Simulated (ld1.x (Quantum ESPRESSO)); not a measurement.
# Logarithmic derivatives: boron, RRKJ

boron, norm-conserving RRKJ (Kleinman–Bylander form), made with ld1.x (Quantum ESPRESSO) 7.5 (PBE, non-relativistic). Core [He], reference 2s2 2p0.75 (charge +0.25). Waves: 2s (bound): rc 1.50 bohr; 3d channel at 0.15 Ry: rc 2.80 bohr; 2p (bound): rc 3.05 bohr. Local part: the p channel. Core correction: a·sin(br)/r model core inside 0.85 bohr.

The phase is arctan(r·u′/u) with u = r·R(r), unwrapped; energies in Ry, scanned from -3 to 5 Ry. A pole is an energy at which the radial function vanishes at the test radius. The pseudo phase is shifted by a multiple of π to meet the all-electron one at the reference energy, and phase errors are pseudo minus all-electron; the curves can meet again beyond the range given. Levels narrower than the energy grid can be missing from the lists of poles.

```json
{"channel": "s", "radius (bohr)": "3.31", "reference energy (Ry)": "-0.86", "poles, all-electron": "-0.67, 2.76", "poles, pseudo": "-0.67, 2.71", "unbroken range about the reference energy with phases within 0.05 rad": "below 0.3", "phase error 1 Ry above the reference energy (rad)": "+0.028"}
{"channel": "p", "radius (bohr)": "3.31", "reference energy (Ry)": "-0.42", "poles, all-electron": "-0.18, 2.70", "poles, pseudo": "-0.18, 3.30", "unbroken range about the reference energy with phases within 0.05 rad": "below 0.4", "phase error 1 Ry above the reference energy (rad)": "+0.090"}
{"channel": "d", "radius (bohr)": "3.31", "reference energy (Ry)": "0.15", "poles, all-electron": "1.73", "poles, pseudo": "1.60, 4.47", "unbroken range about the reference energy with phases within 0.05 rad": "below 1.8", "phase error 1 Ry above the reference energy (rad)": "-0.023"}
```

Phases in the s channel:

```csv
E (Ry),all-electron,pseudo
-3.00,1.377,1.378
-2.52,1.353,1.355
-2.04,1.315,1.317
-1.56,1.236,1.239
-1.08,0.745,0.756
-0.60,-1.632,-1.628
-0.12,-1.839,-1.825
0.36,-2.085,-2.032
0.84,-3.020,-2.722
1.32,-4.247,-4.126
1.80,-4.533,-4.503
2.28,-4.645,-4.638
2.76,-4.712,-4.719
3.24,-4.766,-4.794
3.72,-4.822,-4.908
4.20,-4.902,-5.331
4.68,-5.073,-7.354
```
